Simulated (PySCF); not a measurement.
C2H7O2 (cation, charge +1), SMILES OCC[OH2+], singlet at its PBE0/def2-SVP optimised geometry (Å):

```
11

O     -0.4461    -0.6737    -1.7433
C      0.5977    -0.6477    -0.7724
C      0.2905     0.6314     0.0000
O     -1.1759     0.6314     0.0000
H     -0.5944    -1.5509    -2.1245
H      0.5483    -1.5322    -0.1176
H      1.5908    -0.5911    -1.2413
H      0.6447     0.6170     1.0374
H      0.6390     1.5322    -0.5244
H     -1.3169     0.0634    -0.9029
H     -1.5908     1.5114     0.0000
```

Method: PySCF with PBE0/def2-TZVP.

Map of the log10 of the electron density (e/bohr³), floored at −4 on the plane z = 1.5 Å:

```
|                               |
|                               |
|                               |
|                               |
|                               |
|                               |
|                ..             |
|             ..:::::.          |
|        ..::::--===-:.         |
|       .::----=++*++=-.        |
|      .:--====+*###*+=:        |
|      .--====+*#%%%#*+-.       |
|      :-=+++++*%@@@%#+-.       |
|     .:-=+++++*%@@@%#+-:       |
|      :-=+++++*#%@@%*+-.       |
|      .--=====+*#%##+=:.       |
|      .:------=+***+=-:        |
|       .::::::-==+==-:         |
|         .....::---::.         |
|              .::::..          |
|               ..:..           |
|               .....           |
|                ...            |
|                               |
|                               |
|                               |
|                               |
|                               |
|                               |
|                               |
|                               |
```
Scale: ten equal steps from -4.00 (start of ' ') to -1.35 (end of '@'), in the order ' .:-=+*#%@'; x runs from -4.00 to 4.00, y from -4.00 (bottom) to 4.00 (top).
